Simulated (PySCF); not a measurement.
**Ionisation energy along the 22-electron series**

Calculated with PySCF 2.14 and a two-component X2C-1e Hamiltonian (Gaussian nucleus, no Breit or QED terms), each ion in its own even-tempered basis scaled to its charge; GMP2 freezes [Ne] and drops the highest virtual spinors. Values in eV. NIST values: (m) measured, (s) semi-empirical, (t) theoretical.

```json
{"ion": "La³⁵⁺", "configuration": "[Ar] 3d4", "GHF (spin-free)": "2370.6", "GMP2 (spin-free)": "2370.7", "GHF (screened spin-orbit)": "2375.9", "GMP2 (screened spin-orbit)": "2377.0", "NIST": "2377 ± 5 (t)"}
{"ion": "Ce³⁶⁺", "configuration": "[Ar] 3d4", "GHF (spin-free)": "2493.8", "GMP2 (spin-free)": "2493.9", "GHF (screened spin-orbit)": "2500.2", "GMP2 (screened spin-orbit)": "2501.2", "NIST": "2500 ± 5 (t)"}
{"ion": "Pr³⁷⁺", "configuration": "[Ar] 3d4", "GHF (spin-free)": "2620.2", "GMP2 (spin-free)": "2620.3", "GHF (screened spin-orbit)": "2627.6", "GMP2 (screened spin-orbit)": "2628.7", "NIST": "2628 ± 4 (t)"}
```

Between Z = 57 and Z = 59 the GMP2 (screened spin-orbit) value grows as Z to the power 2.92.
